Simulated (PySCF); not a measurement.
iodine monochloride anion (ClI), SMILES ClI (connectivity only; charge and spin as stated), charge -1, multiplicity 2. Geometry optimised at PBE0-D3(BJ)/def2-TZVPD. The spin state was assumed, not searched. The def2 effective core potentials stand for the cores of I; spin–orbit coupling is left out.

All values below come from PBE0-D3(BJ)/def2-TZVPD run with PySCF.

Harmonic wavenumbers (cm⁻¹): 171. Rotational constants (GHz): 2.190 (linear); symmetry number 1.

Task: Work out the zero-point energy and the ideal-gas rigid-rotor harmonic-oscillator thermochemistry at 298.15 K and 1 atm.

Result: ZPE = ½ Σ hcν = ½ × 171 cm⁻¹ = 1.02 kJ/mol. H − E(el) = 11.29 kJ/mol. Entropy in J/(mol K): translation 172.22, rotation 74.42, vibration 10.13, spin 5.76, total 262.53. G − E(el) = -66.98 kJ/mol. Cp = 36.96 J/(mol K).
